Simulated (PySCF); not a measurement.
C4H10Zn, triplet, geometry from GFN2-xTB (such geometries of metal compounds can be far from the true shape) (a higher spin typed on purpose: for a closed-shell molecule this is an excited state).

Here is a job for PySCF.
```python
from pyscf import gto, scf, dft

mol = gto.Mole()
mol.atom = '''
    Zn   -0.37528979    0.18243967    0.99339466
    C     1.69930461   -0.68589563   -0.02525953
    C     1.52989648   -2.16325062   -0.19280947
    H     2.43563050   -0.40861454    0.72142499
    H     1.83102170   -0.14668714   -0.95367365
    H     0.73111761   -2.39310900   -0.89637408
    H     1.31002125   -2.64887367    0.75799703
    H     2.44888771   -2.61766265   -0.58457780
    C    -1.18070437    0.43394040   -1.32714972
    C    -0.78886695    1.80282015   -1.78750946
    H    -2.24946250    0.30148551   -1.19762412
    H    -0.73181495   -0.36987472   -1.89486316
    H     0.29386078    1.91129168   -1.83095053
    H    -1.19244613    2.57397888   -1.13126329
    H    -1.17590079    1.99918975   -2.79556629
'''
mol.basis = '6-31g*'
mol.spin = 2
mol.verbose = 4
mol.build()

mf = dft.UKS(mol)
mf.xc = 'blyp'
mf.grids.atom_grid = (99, 590)
mf.grids.prune = None
mf.kernel()
```

Problem. What does this run give for the number of basis functions, dipole moment, Mulliken (on the basis functions themselves) charges in atom order?

Solution. 
```json
{
 "number_of_basis_functions": "110",
 "dipole_moment": "1.70 D",
 "Mulliken (on the basis functions themselves) charges in atom order": "Zn1 0.09, C2 -0.35, C3 -0.41, H4 0.14, H5 0.14, H6 0.15, H7 0.15, H8 0.14, C9 -0.35, C10 -0.41, H11 0.14, H12 0.14, H13 0.15, H14 0.15, H15 0.14"
}
```

These values belong to the state on which the SCF converged, which isn't shown to be the lowest.

Problem. Roughly what does it cost on one core?

Solution. roughly 100 core-seconds.
